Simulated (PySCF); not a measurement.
Molecule: SMILES c1cc(CS)oc1, C5H6OS.

Cartesian coordinates in Å; atom numbers follow the order of the lines, from 1:
```xyz
13

S     2.7225    0.7411    0.5616
C     1.6974   -0.5558   -0.2301
C     0.2415   -0.3236   -0.1289
C    -0.7574   -0.9062    0.5983
C    -1.9561   -0.1965    0.2737
C    -1.5900    0.7614   -0.6224
O    -0.2654    0.6892   -0.8709
H     2.2953    1.7457   -0.2321
H     1.9547   -1.4865    0.2929
H     2.0071   -0.6676   -1.2803
H    -0.6467   -1.7411    1.2865
H    -2.9578   -0.3767    0.6573
H    -2.1374    1.5338   -1.1560
```

Geometry PBE0-D3(BJ)/def2-SVP throughout; GIAO in PySCF 2.14.0 with density-fitted response routines, gas phase, one conformer, non-relativistic; equivalent atoms averaged; functional PBE0.

For orientation, def2-SVP gives these absolute shieldings σ: S1 620.1, C3 44.0, C6 56.8, C5 84.2, C4 88.3, C2 169.2, H13 24.40, H11 25.33, H8 29.69 ppm.

A run gave: S1 551.3, C3 29.3, C6 42.6, C5 72.1, C4 76.8, C2 159.6, H13 24.07, H11 25.27, H8 29.24 ppm (absolute shieldings σ).

**Question.** Which basis set was used in that run?
A. pcSseg-0
B. 6-311+G(2d,p)
C. IGLO-III
D. 6-31G

**Answer.** B. C6 tells them apart best: 6-311+G(2d,p) gives 42.6, 6-31G gives 61.9, IGLO-III gives 35.3, pcSseg-0 gives 38.0 ppm.
